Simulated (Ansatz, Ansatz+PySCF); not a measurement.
```yaml
atoms:
  - { symbol: C, position_ang: [2.0873, 0.0000, 0.0000] }
  - { symbol: C, position_ang: [1.6886, 1.2269, 0.0000] }
  - { symbol: C, position_ang: [0.6450, 1.9851, 0.0000] }
  - { symbol: C, position_ang: [-0.6450, 1.9851, 0.0000] }
  - { symbol: C, position_ang: [-1.6886, 1.2269, 0.0000] }
  - { symbol: C, position_ang: [-2.0873, 0.0000, 0.0000] }
  - { symbol: C, position_ang: [-1.6886, -1.2269, 0.0000] }
  - { symbol: C, position_ang: [-0.6450, -1.9851, 0.0000] }
  - { symbol: C, position_ang: [0.6450, -1.9851, 0.0000] }
  - { symbol: C, position_ang: [1.6886, -1.2269, 0.0000] }
```

Basis set: def2-SVP (spherical functions). Charge 0, multiplicity 1.

Computed with Ansatz (development build ahead of 0.2.0); each method stands on the lowest determinant of its kind that the runs found. Restricted functionals stand beside restricted open-shell atoms, which can lie above the unrestricted atoms usual in DFT and then raise those values.

(1) Give the atomization energy at this shape (free ground-state atoms in the same class of orbitals less the molecule, no zero-point energy) of singlet C10 by ωB97X (restricted), PBE0 (restricted), PBE0 (unrestricted), UHF, RHF.

## Answers

(1)

```tsv
method	atomization energy
ωB97X (restricted)	60.63 eV
PBE0 (restricted)	63.30 eV
PBE0 (unrestricted)	62.85 eV
UHF	42.99 eV
RHF	40.36 eV
```

Caution for UHF: the unrestricted determinant is a mixture of spin states. Caution for RHF: an unrestricted determinant lies well below.

The shape needn't be a minimum at these levels.
